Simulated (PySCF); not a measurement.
CH₂Li₂, SMILES [Li][CH2][Li]. Atoms are numbered in the order given.

```xyz
5

C      0.0000     0.0000    -0.3338
H      0.0000     0.8865    -0.9947
H      0.0000    -0.8865    -0.9947
Li    -1.6603     0.0000     0.6653
Li     1.6603     0.0000     0.6653
```
Charge 0, spin multiplicity 1.

Coordinates come from a r2SCAN-D4/def2-TZVPD optimisation.

All values below come from PBE/def2-TZVPD run with PySCF.

Symmetry labels are those of the subgroup C2v that the program uses (full group C2v).

Computed valence orbital energies around the gap with their symmetry:
```tsv
orbital	symmetry	energy (eV)
HOMO−6	A1	-265.67
HOMO−5	A1	-49.48
HOMO−4	B1	-49.48
HOMO−3	A1	-12.82
HOMO−2	B2	-6.80
HOMO−1	A1	-3.97
HOMO	B1	-2.60
LUMO	A1	-1.52
LUMO+1	B1	-1.07
LUMO+2	A1	-0.15
LUMO+3	B2	-0.11
```
